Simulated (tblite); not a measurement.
Isomers of C5H6ClF3O. Computed with GFN2-xTB (tblite): harmonic, unscaled wavenumbers at the GFN2-xTB geometry, gas phase. Errors from tens to a few hundred cm⁻¹ against measured bands are possible. One conformer each.

Electronic energies: GFN2-xTB at the same geometries; isomer energies are rough at this level and their order can be wrong.

| SMILES | electronic energy, lowest = 0 (kcal/mol) |
| --- | --- |
| C[C@H](CC(=O)Cl)C(F)(F)F | 0.0 |
| CC[C@H](F)C(F)(F)C(=O)Cl | 19.4 |
| C[C@@H](CC(F)(F)F)C(=O)Cl | 0.6 |

Q: How do GFN2-xTB zero-point energies change the relative energies?

A: 
| SMILES | ZPE (kcal/mol) | of it from modes above 1550 cm⁻¹ | electronic (kcal/mol) | with ZPE, lowest = 0 (kcal/mol) | lowest mode (cm⁻¹) | rings |
| --- | --- | --- | --- | --- | --- | --- |
| C[C@H](CC(=O)Cl)C(F)(F)F | 66.6 | 28.5 | 0.0 | 0.0 | 28 | 0 |
| C[C@@H](CC(F)(F)F)C(=O)Cl | 66.7 | 28.5 | 0.6 | 0.6 | 33 | 0 |
| CC[C@H](F)C(F)(F)C(=O)Cl | 66.3 | 28.4 | 19.4 | 19.1 | 29 | 0 |

The zero-point energies span 0.4 kcal/mol, from `CC[C@H](F)C(F)(F)C(=O)Cl` to `C[C@@H](CC(F)(F)F)C(=O)Cl`. The order is unchanged.

Q: What do entropy and thermal enthalpy add at 298.15 K and 1 bar (rigid rotor, harmonic oscillator, one conformer each)?

A: 
```
                   SMILES  point group  symmetry number  S (cal/(mol K))  H − H(0) (kcal/mol)  ZPE + H − H(0) − TS (kcal/mol)
 C[C@H](CC(=O)Cl)C(F)(F)F           C1                1            105.3                 7.34                            42.6
C[C@@H](CC(F)(F)F)C(=O)Cl           C1                1            105.4                 7.34                            42.6
 CC[C@H](F)C(F)(F)C(=O)Cl           C1                1            106.7                 7.55                            42.1
```
